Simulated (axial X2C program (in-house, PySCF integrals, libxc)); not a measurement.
## What spin–orbit coupling does to KCa

All values were computed with an in-house relativistic program for diatomic molecules. Spin-free means the one-electron spin-free X2C Hamiltonian; two-component (2c) means X2C with spin–orbit coupling and atomic mean-field two-electron Coulomb and Gaunt terms, so the difference of the two also holds small scalar two-electron terms. Basis: Ca dyall-cv3z [11s12p6d4f], K dyall-cv3z [11s12p6d3f] (cores contracted in-house); Gaussian nuclei, density fitting, unrestricted open shells. Masses: Ca 39.963 u, K 38.964 u.

Spin-free state: M_S = 1/2, Λ = 0 (beyond evenly filled blocks: σα); fragments Ca + K.

```json
{"level": "PBE0", "Re (Å)": "4.242", "ωe (cm⁻¹)": "75.7", "De (eV)": "0.228", "μ (D)": "2.37"}
{"level": "HF", "Re (Å)": "4.830", "ωe (cm⁻¹)": "36.8", "De (eV)": "0.031", "μ (D)": "0.03"}
{"level": "MP2", "Re (Å)": "4.296", "ωe (cm⁻¹)": "61.6", "De (eV)": "0.025", "μ (D)": "n/a"}
{"level": "CCSD", "Re (Å)": "4.355", "ωe (cm⁻¹)": "59.3", "De (eV)": "0.131", "μ (D)": "n/a"}
{"level": "CCSD(T)", "Re (Å)": "4.276", "ωe (cm⁻¹)": "66.9", "De (eV)": "0.145", "μ (D)": "n/a"}
{"level": "BP86", "Re (Å)": "4.231", "ωe (cm⁻¹)": "73.5", "De (eV)": "0.214", "μ (D)": "1.73"}
```

Correlated methods: 11 electrons correlated (number of frozen shells: Ca 3 s, 2 p; K 2 s, 1 p), 291 virtual spin orbitals or spinors in MP2, 89 natural virtuals in coupled cluster.

Dipoles are positive if K is the positive end.

Two-component determinant lowest at the distance of the search:

Ω = 1/2 (⟨Sz⟩ = 0.50, ⟨Lz⟩ = 0.00 at HF); fragments Ca + K.

```
  level  Re (Å)  ωe (cm⁻¹)  De (eV)  μ (D)
   PBE0   4.242       75.7    0.228   2.37
     HF   4.831       36.8    0.031   0.03
    MP2   4.297       61.5    0.025    n/a
   CCSD   4.358       58.9    0.130    n/a
CCSD(T)   4.278       66.5    0.145    n/a
   BP86   4.231       73.6    0.214   1.72
```

**Question.** From the two tables, how do the constants change at the CCSD(T) level (2c against spin-free)?

**Answer.** At the CCSD(T) level Re rises by 0.002 Å and ωe drops by 0.4 cm⁻¹; De changes by 0.000 eV.

Occupations by symmetry block were frozen at the best pattern of an incomplete PBE0 search. De is counted from the lowest determinant-based energies of the atoms at the same level, without counterpoise correction. Density functionals use the spin component along the axis (collinear). Coupled cluster ran in a truncated set of natural virtual spinors; the MP2 energy of the rest was added. (T) has no such correction and the atoms are truncated less, which lowers De at CCSD(T) by a hundredth of an eV or more. The outer-core s and p shells of the metal are frozen in the correlated rows, which leaves out core–valence correlation; for alkali and alkaline-earth bonds that tends to lengthen them. The determinant is spin-polarised beyond a pure state at some levels (its spin-free form has ⟨S²⟩ too high), which makes Re and μ there less reliable. The T1 diagnostic is large, a sign of multireference character.
